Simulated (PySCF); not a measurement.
# Continuum solvent and chemical shifts

Atoms are numbered as in `[CH3:1][CH2:2][S:3](=[O:4])(=[O:5])[CH2:6][O:7][CH:8]([F:9])[F:10]` (H(Xn): hydrogen on atom n).

GIAO PBE0/pcSseg-1 in PySCF 2.14 on one PBE0-D3(BJ)/def2-SVP conformer, non-relativistic, equivalent nuclei averaged. Solvents enter as an IEF-PCM continuum (cyclohexane with ε = 2.0, chloroform with ε = 4.7) around the gas-phase geometry. Shifts are referred to TMS, CS2, CFCl3 computed in the same medium.

In cyclohexane, δ in ppm: C8 123.3, C6 84.3, C2 49.0, C1 4.1, S3 319.4, F9/F10 -95.6, H(C8) 6.42, H(C6) 4.56, H(C2) 2.82, H(C1) 1.52. Dipole moment 2.75 D.

**Question.** How does each δ change in the more polar medium?

**Answer.** 
| atoms | environment | Δδ, chloroform |
| --- | --- | --- |
| C8 | sp3 CH bonded to 2 F and O | +0.5 |
| C6 | sp3 CH2 bonded to O and S | +0.4 |
| C2 | sp3 CH2 bonded to S | +0.6 |
| C1 | methyl carbon | +0.2 |
| S3 | sulfone sulfur | +1.7 |
| F9/F10 | fluorine of a CF2 group | -0.7 |
| H(C8) | hydrogen on an sp3 CH bonded to 2 F and O | +0.05 |
| H(C6) | hydrogen on an sp3 CH2 bonded to O and S | +0.15 |
| H(C2) | hydrogen on an sp3 CH2 bonded to S | +0.10 |
| H(C1) | hydrogen on a methyl carbon | -0.01 |

Changes are relative to cyclohexane. The dipole moment becomes 3.00 D in chloroform.

**Question.** Which nuclei move most (in ppm), and what does the model miss?

**Answer.** S3 (sulfone sulfur, +1.7 ppm) in chloroform. A continuum only polarises the solute; specific hydrogen bonds, the anisotropy of aromatic solvents and changes of geometry or conformer are outside it.
